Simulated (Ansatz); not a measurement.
Stepwise reaction of `O[SiH](Cl)[SiH2]Cl` with hydrogen, as a gas-phase model of exchange steps in deposition or etching. ΔE in kJ/mol; ΔG adds harmonic PBE0-D4 terms to CCSD(T)/CBS, at 1 bar.

Isolated molecules relaxed with PBE0-D4/def2-TZVP in Ansatz; ΔE leaves out vibrations. CCSD(T)/CBS adds triple-zeta CCSD(T) − MP2 to the extrapolated MP2 energy (def2 sets, frozen cores). This one scheme is used for every species. DFT in def2-TZVPP. B3LYP here is the variant with VWN-RPA as its local correlation; programs differ in this. Each species was taken in one conformer, which may not be the lowest.

```tsv
step	reaction	PBE-D4	B3LYP-D4	ωB97M-V	CCSD(T)/CBS	ΔG(500 K)
2	`O[SiH2][SiH2]Cl` + H₂ → `O[SiH2][SiH3]` + HCl	73.2	73.7	74.5	74.1	66.0
```

(1) Give the row of step 1, `O[SiH](Cl)[SiH2]Cl` + H₂ → `O[SiH2][SiH2]Cl` + HCl. (An estimate is asked.)

(2) By hand: ΔE of the 2 steps together at CCSD(T)/CBS.

Answers

(1) The calculation gave: 
| step | reaction | PBE-D4 | B3LYP-D4 | ωB97M-V | CCSD(T)/CBS | ΔG(500 K) |
| --- | --- | --- | --- | --- | --- | --- |
| 1 | `O[SiH](Cl)[SiH2]Cl` + H₂ → `O[SiH2][SiH2]Cl` + HCl | 92.3 | 91.2 | 92.2 | 90.9 | 83.0 |

(2) (90.9) + (74.1) = 165.0 kJ/mol, or 82.5 kJ/mol a step.

In ΔE each step is lower than the one before. All are uphill at CCSD(T)/CBS. ΔG lies between 66.0 and 83.0 kJ/mol a step. PBE-D4 differs from CCSD(T)/CBS by -0.9 to 1.4 kJ/mol a step. Only this route is followed, and other bonds may react first. Isolated molecules leave out the surface, adducts and barriers. Largest T1 diagnostic: 0.012.
